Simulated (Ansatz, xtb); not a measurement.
**Relative energy of two isomers of C3H10GeO2**

Structure X: `CO[C@H](C)[O][GeH3]`, a singlet. Structure Y: `CC[O][GeH2][O]C`, a singlet. Both are isolated molecules in the gas phase, relaxed with PBE-D3(BJ)/def2-SVP; the shapes shown needn't be the lowest conformers.

X (Å):

```xyz
16

C    -1.5156    1.0396   -1.5833
C    -0.5003   -0.2832    0.1089
C     0.8138   -0.3339    0.8750
Ge   -0.2201   -2.3226   -1.7673
O    -0.3091    0.5719   -1.0043
O    -0.9530   -1.5622   -0.2837
H    -1.2441    1.6397   -2.4728
H    -2.0826    1.6864   -0.8734
H    -2.1804    0.2055   -1.9016
H    -1.3124    0.1290    0.7592
H     0.7191   -1.0229    1.7354
H     1.6292   -0.6943    0.2168
H     1.0866    0.6742    1.2428
H     1.3284   -2.2159   -1.7643
H    -0.8144   -1.6761   -3.0472
H    -0.6823   -3.7925   -1.6329
```

Y (Å):

```xyz
16

C     0.6915   -0.1422    3.3094
C     0.8789   -0.7637    1.9357
C    -1.2527   -0.4599   -1.5229
Ge    1.3865   -0.1579   -0.7329
O     1.0309    0.2799    0.9749
O     0.0118   -1.0913   -1.4226
H     1.5690    0.4794    3.5778
H    -0.2050    0.5096    3.3202
H     0.5651   -0.9265    4.0829
H     0.0030   -1.4073    1.6817
H     1.7736   -1.4345    1.9383
H     1.5323    1.2144   -1.4353
H     2.5747   -1.1458   -0.8233
H    -1.2193    0.4784   -2.1275
H    -1.6821   -0.2025   -0.5269
H    -1.9519   -1.1600   -2.0265
```

Problem. Estimate which is lower in electronic energy at CCSD(T)/def2-SVP + ΔMP2/def2-TZVPP, and by roughly how much.

Solution. The CCSD(T)/def2-SVP + ΔMP2/def2-TZVPP calculation puts structure Y lower, by 0.646 eV.

How the difference moves with the method:

```
                             level             geometry  E(Y) − E(X) (eV)  departure from the last row (eV)  job, with rough time for the two
                          GFN2-xTB             GFN2-xTB              −0.084                            +0.562              optimisation, 0.65 s
                         HF/STO-3G             GFN2-xTB              −0.054                            +0.592              single point, 0.48 s
                r2SCAN-D4/def2-SVP             GFN2-xTB              −0.442                            +0.204               single point, 4.5 s
               PBE-D3(BJ)/def2-SVP  PBE-D3(BJ)/def2-SVP              −0.477                            +0.169                optimisation, 44 s
                       HF/def2-SVP  PBE-D3(BJ)/def2-SVP              −0.588                            +0.058           part of the CCSD(T) run
                      MP2/def2-SVP  PBE-D3(BJ)/def2-SVP              −0.594                            +0.052           part of the CCSD(T) run
                  CCSD(T)/def2-SVP  PBE-D3(BJ)/def2-SVP              −0.522                            +0.124                      single point
CCSD(T)/def2-SVP + ΔMP2/def2-TZVPP  PBE-D3(BJ)/def2-SVP              −0.646                                               single point, 1.7 min
```

As drawn, Y has 1 Ge–O, 1 C–H in place of 1 C–O, 1 Ge–H.

None of the levels shown reverses the order. The largest departure from CCSD(T)/def2-SVP + ΔMP2/def2-TZVPP is that of HF/STO-3G, 0.592 eV. The last row adds to CCSD(T) the change of the MP2 difference between the two basis sets, here −0.124 eV.

With thermal terms from frequencies at re-optimised GFN2-xTB minima (ideal gas, soft modes damped towards free rotors, one conformer each, 298.15 K, 1 atm): on the last row, ΔE + ΔZPE = −0.615, ΔH = −0.586, ΔG = −0.670 eV.

The correlated steps freeze 14 core orbitals; the filled d shell of Ge is correlated, in a basis made for valence electrons. Mirror images aren't counted in ΔG. Codes used: Ansatz 0.2.0, xtb 6.7.1; the last row on 4 threads of Arm Neoverse V2 on a shared host.
